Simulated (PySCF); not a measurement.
MoO₂FBr, SMILES [O]=[Mo](=[O])([F])[Br], multiplicity 1.

Coordinates come from a B3LYP-D3(BJ)/def2-SVP optimisation. The spin state was assumed, not searched. The structure was generated by enumeration; whether it is a known compound was not checked. The def2 effective core potentials stand for the cores of Mo; spin–orbit coupling is left out.

These are CAM-B3LYP/def2-TZVP (PySCF) values and carry that method's errors.

Symmetry labels are those of the subgroup Cs that the program uses (full group Cs).

Question: List the valence orbital energies around the gap with their symmetry. (An estimate is asked for; the answer gives what the named calculation found.)

Answer: 
| orbital | symmetry | energy (eV) |
|---|---|---|
| HOMO−7 | A" | -14.55 |
| HOMO−6 | A" | -13.32 |
| HOMO−5 | A' | -13.23 |
| HOMO−4 | A' | -12.90 |
| HOMO−3 | A' | -12.17 |
| HOMO−2 | A" | -11.62 |
| HOMO−1 | A' | -10.93 |
| HOMO | A" | -10.79 |
| LUMO | A' | -2.73 |
| LUMO+1 | A" | -2.12 |
| LUMO+2 | A' | -1.64 |
| LUMO+3 | A' | -0.27 |
